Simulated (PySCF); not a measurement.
Species: C8H14O.
Atom-mapped SMILES: `[CH3:1][C:2](=[O:3])[CH:4]1[CH2:5][CH2:6][CH2:7][CH2:8][CH2:9]1` (hydrogens: H10, H11, H12 on C1; H13 on C4; H14, H15 on C5; H16, H17 on C6; H18, H19 on C7; H20, H21 on C8; H22, H23 on C9)

Cartesian coordinates in Å at the PBE0-D3(BJ)/def2-SVP level; atoms count from 1:
```xyz
23
C8H14O angstrom
C      2.6008   -1.0774   -0.0979
C      1.6689   -0.0825    0.5536
O      1.6822    0.0841    1.7508
C      0.7439    0.7132   -0.3620
C     -0.0019   -0.1712   -1.3715
C     -1.0830   -1.0066   -0.6938
C     -2.0646   -0.1200    0.0656
C     -1.3440    0.7649    1.0772
C     -0.2315    1.5845    0.4280
H      3.0209   -0.6964   -1.0406
H      3.4035   -1.3327    0.6049
H      2.0433   -1.9972   -0.3385
H      1.4328    1.3664   -0.9325
H     -0.4734    0.4872   -2.1213
H      0.6989   -0.8113   -1.9299
H     -0.6146   -1.7177    0.0120
H     -1.6115   -1.6196   -1.4417
H     -2.6064    0.5148   -0.6596
H     -2.8282   -0.7352    0.5683
H     -0.9032    0.1374    1.8691
H     -2.0604    1.4371    1.5762
H     -0.6727    2.3244   -0.2623
H      0.3195    2.1449    1.1973
```

Level: PBE0/pcSseg-1 in PySCF, non-relativistic, on one gas-phase PBE0-D3(BJ)/def2-SVP geometry that isn't relaxed in the solvent. The solvent is an IEF-PCM continuum (cavity from Bondi-type radii × 1.2). Only the electrostatic response of the medium enters.

| run | E − E(gas) (kcal/mol) | HOMO (eV) | HOMO–LUMO gap (eV) | dipole (D) |
| --- | --- | --- | --- | --- |
| gas | 0.00 | -7.07 | 6.70 | 2.74 |
| P | -3.38 | -7.12 | 6.77 | 3.49 |
| Q | -4.75 | -7.16 | 6.80 | 3.85 |
| R | -3.91 | -7.14 | 6.78 | 3.63 |

**Question.** The runs were made in acetonitrile, chloroform and tetrahydrofuran. Which run belongs to which solvent?

**Answer.** P = chloroform, Q = acetonitrile, R = tetrahydrofuran. The dielectric constants are 4.711 (chloroform), 7.426 (tetrahydrofuran), 35.69 (acetonitrile), and the energy falls further as ε rises. In this model the ground state sees the solvent through ε alone.

**Question.** How constant is the ratio of the lowering to (ε − 1)/(2ε + 1)?

**Answer.** 
| solvent | (ε − 1)/(2ε + 1) | E − E(gas) (kcal/mol) | ratio (kcal/mol) | polarisation term (kcal/mol) |
| --- | --- | --- | --- | --- |
| chloroform | 0.356 | -3.38 | -9.5 | -3.90 |
| tetrahydrofuran | 0.405 | -3.91 | -9.7 | -4.62 |
| acetonitrile | 0.479 | -4.75 | -9.9 | -5.85 |

The ratio changes by +4.5 % in size from chloroform to acetonitrile. The polarisation term is half the interaction of the solute with the induced surface charges.

Cost: about 2 min of CPU time on one thread; the machine was shared, so the figure is rough. This is the whole shielding run at PBE0/pcSseg-1 in acetonitrile, SCF included.
